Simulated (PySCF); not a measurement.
# Broadened absorption spectrum of C8H13GeN

C8H13GeN.
SMILES: `[CH3][Ge]([CH3])([CH3])[C]1=CC=CN=C1`

Level of theory: PySCF 2.14.0, density-fitted response routines, TDDFT B3LYP/def2-SVPD, vertical, gas phase, core orbitals frozen in the response. Geometry: PBE0-D3(BJ)/def2-SVP; no solvent, vibrations or thermal averaging. The B3LYP/def2-SVPD calculation is non-relativistic and has no spin–orbit coupling, an omission that weighs most on germanium. Torsions of this conformer, `[CH3:1][Ge:2]([CH3:3])([CH3:4])[c:5]1[cH:6][cH:7][cH:8][n:9][cH:10]1`: C1–Ge2–C5–C6 -1°.

Each state is given a Gaussian of 0.4 eV full width at half maximum, with ε(max) = 2.175×10⁸ f / Δν̃ (Δν̃ the width in cm⁻¹). The cross-section is σ = 3.8235×10⁻²¹ ε cm², given in Mb (10⁻¹⁸ cm²). The width is an assumption, not a result. The curve ends short of the highest state used, and states not computed would add to its high-energy end.

```
E (eV)  σ (Mb)
  4.03    0.00
  4.12    0.01
  4.20    0.04
  4.29    0.14
  4.37    0.33
  4.46    0.65
  4.55    0.97
  4.63    1.10
  4.72    0.97
  4.80    0.71
  4.89    0.50
  4.97    0.69
  5.06    1.82
  5.14    4.07
  5.23    7.94
  5.31   11.39
  5.40   13.16
  5.49   11.71
  5.57    9.15
  5.66    8.10
  5.74   11.12
  5.83   19.01
  5.91   26.92
  6.00   31.33
```

(1) Where are the band maxima, and which computed states make them?

(2) On this curve, what absorbance would a 10⁻⁴ mol/L sample give at 266 nm over a 1 cm path?

(3) Does any computed singlet lie in the visible range?

(4) Coming from long wavelengths, where does ε first pass 100 L mol⁻¹ cm⁻¹?

Results:

(1) 268 nm (4.63 eV), ε about 290, made up of S1 (99%); 229 nm (5.40 eV), ε about 3400, made up of S3 (100%) (ε in L mol⁻¹ cm⁻¹; maxima over ε = 5, shares over 10%). At its high-energy end, 6.00 eV, the curve is still rising (ε about 8200, from S4). The states used: S1 4.63 eV (f 0.0042); S2 4.81 eV (f 0.0001); S3 5.40 eV (f 0.051); S4 6.00 eV (f 0.120); S5 6.33 eV (f 0.0010); S6 6.36 eV (f 0.0048); S7 6.56 eV (f 0.046); S8 6.56 eV (f 0.0009); S9 6.57 eV (f 0.020); S10 6.60 eV (f 0.0054).

(2) 266 nm is 4.661 eV, where ε is about 280 L mol⁻¹ cm⁻¹, so A = ε c l ≈ 0.028 (Beer–Lambert, with the gas-phase spectrum and the assumed width).

(3) No computed singlet lies in the visible range (380 to 750 nm); the lowest, at 268 nm, stands 1.37 eV above its violet end (3.26 eV).

(4) At about 283 nm (4.39 eV), 0.24 eV below S1.

The vertical ionisation energy (ΔSCF) is 8.96 eV, 2.36 eV above S10.
